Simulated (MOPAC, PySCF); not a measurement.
CH4Si2, SMILES `[SiH2]=C=[SiH2]`, neutral singlet in the gas phase. 

Cartesian coordinates (Å):
```xyz
7

Si     1.6298     0.1648    -0.3431
C      0.0002     0.0001     0.0010
Si    -1.6294    -0.1646     0.3452
H      2.7006    -0.5474     0.3921
H      2.1584     1.0386    -1.4160
H     -2.5032    -1.1815    -0.2846
H     -2.3549     0.6906     1.3129
```
Charge 0, multiplicity 1.

All levels are single points at this geometry (PBE0-D3(BJ)/def2-TZVP); Pople sets use spherical d functions. Orbital energies aren't observables, and empty levels follow the basis.

```
level                           HOMO (eV)  LUMO (eV)  gap (eV)  dipole (D)  vertical IE, Delta-SCF (eV)
------------------------------  ---------  ---------  --------  ----------  ---------------------------
PBE0-D3(BJ)/def2-TZVP in PySCF      -6.66      -1.55      5.11        0.00                            –
B3LYP/3-21G in PySCF                -6.48      -1.39      5.09        0.00                            –
B3LYP/6-31G* in PySCF               -6.36      -1.47      4.89        0.00                         8.37
B3LYP/LANL2DZ in PySCF              -6.57      -1.57      5.00        0.00                            –
BP86/6-31G* in PySCF                -5.77      -2.25      3.51        0.00                            –
M06-2X/6-31G* in PySCF              -7.54      -0.51      7.03        0.00                            –
PBE/6-31G* in PySCF                 -5.68      -2.17      3.50        0.00                         8.48
SVWN5/6-31G* in PySCF               -5.80      -2.32      3.48        0.00                         8.69
HF/3-21G in PySCF                   -8.62       1.96     10.58        0.00                            –
HF/6-31G* in PySCF                  -8.48       1.95     10.43        0.00                         6.84
HF/STO-3G in PySCF                  -5.11       7.72     12.83        0.00                            –
PM6 in MOPAC                        -7.95      -0.25      7.70        0.00                            –
PM7 in MOPAC                        -9.39      -0.95      8.45        0.00                            –
```
